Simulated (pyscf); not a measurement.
PySCF, gas phase, ωB97X-D3(BJ)/def2-SVP geometries.

SMILES: CC=CI
```xyz
9

C      0.3900     0.8172     0.0699
C     -0.1300    -0.4184     0.7489
C      0.5938    -1.1641     1.5818
I     -0.1434    -2.8781     2.5178
H      0.3348     0.7102    -1.0262
H      1.4347     1.0239     0.3462
H     -0.2211     1.6946     0.3397
H     -1.1663    -0.7064     0.5340
H      1.6316    -0.9344     1.8393
```

### Question
How much does it cost (ΔH, 298 K, ωB97M-D3(BJ)/def2-TZVP) to split `[CH3][CH]=[CH][I]` at its C–I bond into •HC=CH–CH₃ + I•?

### Answer
C–I to •HC=CH–CH₃ + I•: 3.01 eV. The 7 functionals that were run give +2.83 (M06-2X) to +3.21 eV (ωB97X-D3(BJ)). The radicals are drawn with the spin at the cut bond; how far it spreads was not checked. •HC=CH–CH₃ lies 1.07 eV over its isomer •H₂C–CH=CH₂, and others may lie lower still (electronic energy, ωB97M-D3(BJ)). Left out: the spin-orbit lowering of I, which is large for Br, Se, Te and I. Elements past Kr carry the def2 core potentials, without spin-orbit coupling.
